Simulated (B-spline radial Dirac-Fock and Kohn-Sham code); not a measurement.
Levels of muonic ¹³⁰Cs

Nucleus: ¹³⁰Cs, Fermi distribution (skin thickness 2.3 fm), rms radius 4.7992 fm (measured, Angeli and Marinova 2013).

Input file task.json (cfg lists n, l and occupation; rrms is the nuclear radius in fm):

```json
{"items": [{
  "Z": 55,
  "q": 0,
  "cfg": [[1, 0, 2], [2, 0, 2], [2, 1, 6], [3, 0, 2], [3, 1, 6], [3, 2, 10], [4, 0, 2], [4, 1, 6], [4, 2, 10], [5, 0, 2], [5, 1, 6], [6, 0, 1]],
  "A": 130,
  "rrms": 4.7992,
  "do": "muonic",
  "nuclei": [[130, 129.906709, 4.7992, "measured", "fermi"]]
}]}
```

Command: `python xray2_run.py task.json out`

These are calculated numbers from a radial finite-basis atomic code; the model is the Dirac equation of a negative muon with reduced mass in the field of a spherical finite nucleus, with the Uehling potential to all orders; nuclear polarisation, deformation, hyperfine structure, self-energy, higher-order vacuum polarisation, relativistic recoil and electron screening are left out.

```
 level  binding (keV)  point nucleus, no QED (keV)  vacuum polarisation (keV)  ⟨r⟩ (fm)
 1s1/2           6042                         8876                     40.954       9.8
 2s1/2           1817                         2243                      9.322      32.5
 2p1/2           2199                         2243                     13.231      22.3
 2p3/2           2137                         2147                     12.254      23.2
 3s1/2          854.8                        986.0                      3.269      69.3
 3p1/2          970.5                        986.0                      4.179      56.5
 3p3/2          953.4                        957.7                      3.950      57.6
 3d3/2          961.1                        957.7                      3.502      47.7
 3d5/2          952.3                        949.0                      3.387      48.4
 4d3/2          539.6                        538.2                      1.458      95.9
 4d5/2          535.9                        534.6                      1.414      96.8
 4f5/2          535.7                        534.6                      1.183      82.8
 4f7/2          533.9                        532.8                      1.166      83.3
 5f5/2          342.7                        342.1                      0.572     145.2
 5f7/2          341.8                        341.2                      0.564     145.7
 5g7/2          341.7                        341.2                      0.459     127.2
 5g9/2          341.1                        340.7                      0.455     127.5
 6g7/2          237.2                        237.0                      0.246     203.7
 6g9/2          236.9                        236.7                      0.244     204.0
 6h9/2          236.9                        236.7                      0.191     180.8
6h11/2          236.6                        236.4                      0.190     181.1
```

Question: By how much does the finite nuclear size lower the 1s binding energy?

Answer: By 2875 keV, 32.39 % of the point-nucleus value (point value plus vacuum polarisation less the binding energy). The 1s orbit has ⟨r⟩ = 9.8 fm.
